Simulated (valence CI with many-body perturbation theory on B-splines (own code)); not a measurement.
## E1 line list for I⁴⁰⁺

Method: relativistic CI+MBPT: three valence electrons over a frozen Dirac-Fock core [Ne], a basis of 11 s, 11 p, 9 d, 7 f, 5 g, 2 h, 1 i functions for each j, with the one-electron correlation potential Σ1, the two-electron term Σ2, the three-electron term Σ3, Breit, model QED; selected CI, second order for the rest (own B-spline code, finite nucleus).

No measured spectrum was set against this ion. As an estimate, large intervals hold to a few tenths of a per cent, small ones and those within an open d or f shell to about a per cent.

Lines 1 to 50 of 283 in falling wavelength, among levels below 41.856 Ry, chosen from the strongest by gf and those to the six lowest levels. Wavelengths and rates use the calculated energies. Electric multipoles are in the length gauge, E1 and E2 with the static RPA response of the core. Weak lines are less certain than strong ones. Lines between different terms over intervals too small for the method are left out, as are lines whose strength nearly cancels.

Levels are named by their leading jj configuration (3d3/2^4 stands for four electrons in 3d with j = 3/2), which in mixed levels can hold well under half, so a name can repeat and another be missing. Letters in brackets count levels of one name in rising energy.

| λ vac (nm) | Upper | Lower | A (s⁻¹) | log gf | Branch % |
| --- | --- | --- | --- | --- | --- |
| 54.50 | (3s 3p1/2^2) J=1/2 | (3s^2 3p3/2) J=3/2 | 4.66e+06 | -3.38 | 0.0 |
| 17.24 | (3p1/2 3p3/2 3d3/2) J=7/2 | (3s 3p3/2 3d3/2) J=5/2 [b] | 2.08e+09 | -1.13 | 1.6 |
| 15.91 | (3s 3p1/2 3d3/2) J=5/2 | (3s^2 3d3/2) J=3/2 | 2.99e+09 | -1.17 | 36.8 |
| 15.19 | (3s 3p1/2 3p3/2) J=3/2 [a] | (3s^2 3p3/2) J=3/2 | 6.75e+08 | -2.03 | 58.9 |
| 15.14 | (3p1/2 3p3/2 3d5/2) J=7/2 [b] | (3s 3p3/2 3d5/2) J=5/2 [b] | 4.42e+09 | -0.92 | 2.6 |
| 14.70 | (3p1/2 3p3/2 3d5/2) J=9/2 | (3s 3p3/2 3d5/2) J=7/2 [b] | 3.46e+09 | -0.95 | 3.3 |
| 14.09 | (3p1/2 3p3/2^2) J=5/2 | (3s 3p3/2^2) J=3/2 | 3.83e+09 | -1.16 | 2.2 |
| 13.41 | (3s 3p1/2 3p3/2) J=5/2 | (3s^2 3p3/2) J=3/2 | 4.73e+09 | -1.12 | 100.0 |
| 13.01 | (3p1/2 3p3/2 3d5/2) J=9/2 | (3s 3p3/2 3d5/2) J=7/2 [a] | 7.70e+09 | -0.71 | 7.4 |
| 12.82 | (3p1/2 3p3/2 3d5/2) J=7/2 [b] | (3s 3p3/2 3d5/2) J=7/2 [b] | 3.46e+09 | -1.17 | 2.1 |
| 12.79 | (3p1/2 3p3/2 3d3/2) J=5/2 [a] | (3s 3p3/2 3d3/2) J=5/2 [a] | 5.35e+09 | -1.10 | 4.9 |
| 12.60 | (3s 3p1/2^2) J=1/2 | (3s^2 3p1/2) J=1/2 | 1.06e+10 | -1.30 | 100.0 |
| 12.57 | (3p1/2^2 3d3/2) J=3/2 | (3s 3p1/2 3d3/2) J=3/2 [b] | 7.68e+09 | -1.14 | 9.6 |
| 12.45 | (3p1/2^2 3d3/2) J=3/2 | (3s 3p1/2 3d3/2) J=1/2 | 8.66e+09 | -1.09 | 10.8 |
| 12.43 | (3s 3p1/2 3d5/2) J=7/2 | (3s^2 3d5/2) J=5/2 | 5.28e+09 | -1.01 | 11.9 |
| 12.31 | (3p1/2^2 3p3/2) J=3/2 | (3s 3p1/2 3p3/2) J=3/2 [b] | 5.20e+09 | -1.33 | 5.3 |
| 12.23 | (3p1/2 3p3/2^2) J=1/2 | (3s 3p3/2^2) J=1/2 | 1.57e+10 | -1.15 | 6.7 |
| 12.11 | (3p1/2 3p3/2 3d5/2) J=5/2 [a] | (3s 3p3/2 3d3/2) J=3/2 [b] | 4.52e+09 | -1.22 | 2.2 |
| 12.10 | (3p1/2 3p3/2 3d3/2) J=3/2 [a] | (3s 3p3/2 3d3/2) J=3/2 [a] | 9.32e+09 | -1.09 | 4.4 |
| 12.06 | (3p1/2 3p3/2 3d3/2) J=7/2 | (3s 3p3/2 3d3/2) J=7/2 | 8.05e+09 | -0.85 | 6.2 |
| 12.01 | (3p1/2 3p3/2 3d5/2) J=5/2 [b] | (3s 3p3/2 3d5/2) J=7/2 [b] | 7.42e+09 | -1.02 | 2.3 |
| 11.96 | (3p1/2 3p3/2 3d3/2) J=1/2 [a] | (3s 3p3/2 3d3/2) J=1/2 [a] | 1.43e+10 | -1.21 | 6.5 |
| 11.84 | (3p1/2 3p3/2 3d3/2) J=7/2 | (3s 3p3/2 3d3/2) J=5/2 [a] | 4.21e+09 | -1.15 | 3.2 |
| 11.65 | (3s 3p1/2 3d5/2) J=5/2 [b] | (3s^2 3d5/2) J=5/2 | 7.92e+09 | -1.02 | 9.9 |
| 11.64 | (3s 3p1/2 3d5/2) J=3/2 | (3s^2 3d5/2) J=5/2 | 1.10e+10 | -1.05 | 5.9 |
| 11.59 | (3p1/2 3p3/2^2) J=5/2 | (3s 3p3/2^2) J=5/2 | 7.76e+09 | -1.03 | 4.4 |
| 11.54 | (3p1/2 3p3/2 3d5/2) J=3/2 [a] | (3s 3p3/2 3d5/2) J=5/2 [a] | 1.37e+10 | -0.96 | 5.4 |
| 11.53 | (3s 3p1/2 3p3/2) J=3/2 [b] | (3s^2 3p3/2) J=3/2 | 6.75e+09 | -1.27 | 7.9 |
| 11.52 | (3p1/2 3p3/2 3d5/2) J=7/2 [b] | (3s 3p3/2 3d5/2) J=7/2 [a] | 4.75e+09 | -1.12 | 2.8 |
| 11.38 | (3p1/2^2 3d5/2) J=5/2 | (3s 3p1/2 3d5/2) J=3/2 | 1.21e+10 | -0.85 | 11.4 |
| 11.38 | (3p1/2^2 3d5/2) J=5/2 | (3s 3p1/2 3d5/2) J=5/2 [b] | 1.83e+10 | -0.67 | 17.3 |
| 11.31 | (3p1/2 3p3/2 3d5/2) J=5/2 [a] | (3s 3p3/2 3d5/2) J=5/2 [a] | 1.40e+10 | -0.79 | 6.7 |
| 10.97 | (3p1/2 3p3/2 3d5/2) J=5/2 [a] | (3s 3p3/2 3d5/2) J=3/2 [a] | 8.63e+09 | -1.03 | 4.1 |
| 10.94 | (3p1/2 3p3/2^2) J=3/2 | (3s 3p3/2^2) J=5/2 | 1.43e+10 | -0.99 | 3.7 |
| 10.86 | (3p1/2 3p3/2 3d5/2) J=5/2 [b] | (3s 3p3/2 3d5/2) J=7/2 [a] | 1.25e+10 | -0.88 | 3.9 |
| 10.82 | (3s 3p1/2 3d3/2) J=3/2 [a] | (3s 3p1/2 3p3/2) J=3/2 [b] | 6.05e+09 | -1.37 | 21.7 |
| 10.79 | (3p1/2 3p3/2 3d5/2) J=7/2 [a] | (3s 3p3/2 3d5/2) J=9/2 | 2.65e+10 | -0.43 | 16.2 |
| 10.71 | (3p1/2^2 3d5/2) J=5/2 | (3s 3p1/2 3d5/2) J=7/2 | 3.47e+10 | -0.45 | 32.7 |
| 10.71 | (3s 3p1/2 3p3/2) J=1/2 | (3s^2 3p3/2) J=3/2 | 1.20e+10 | -1.38 | 3.9 |
| 10.71 | (3p1/2^2 3p3/2) J=3/2 | (3s 3p1/2 3p3/2) J=5/2 | 3.09e+10 | -0.67 | 31.4 |
| 10.63 | (3p1/2^2 3d3/2) J=3/2 | (3s 3p1/2 3d3/2) J=5/2 | 3.74e+10 | -0.60 | 46.6 |
| 10.41 | (3p1/2 3p3/2 3d3/2) J=5/2 [b] | (3s 3p3/2 3d3/2) J=7/2 | 2.77e+10 | -0.57 | 7.6 |
| 10.28 | (3p1/2 3p3/2 3d3/2) J=5/2 [a] | (3p1/2 3p3/2^2) J=5/2 | 1.06e+10 | -1.00 | 9.7 |
| 10.26 | (3p1/2 3p3/2 3d3/2) J=3/2 [b] | (3s 3p3/2 3d3/2) J=5/2 [a] | 1.19e+10 | -1.12 | 3.1 |
| 10.26 | (3p1/2 3p3/2 3d5/2) J=9/2 | (3s 3p3/2 3d5/2) J=9/2 | 2.20e+10 | -0.46 | 21.1 |
| 10.18 | (3s 3p1/2 3d3/2) J=5/2 | (3s 3p1/2 3p3/2) J=3/2 [b] | 7.86e+08 | -2.13 | 9.7 |
| 10.15 | (3p1/2^2 3d5/2) J=5/2 | (3s 3p1/2 3d3/2) J=3/2 [b] | 6.85e+09 | -1.20 | 6.5 |
| 10.01 | (3p1/2^2 3d3/2) J=3/2 | (3s 3p1/2 3d3/2) J=3/2 [a] | 1.72e+10 | -0.98 | 21.4 |
| 9.793 | (3p1/2^2 3p3/2) J=3/2 | (3s 3p1/2 3p3/2) J=3/2 [a] | 1.01e+10 | -1.24 | 10.3 |
| 9.562 | (3s 3p1/2 3d3/2) J=3/2 [a] | (3s 3p1/2 3p3/2) J=5/2 | 6.69e+09 | -1.44 | 24.0 |
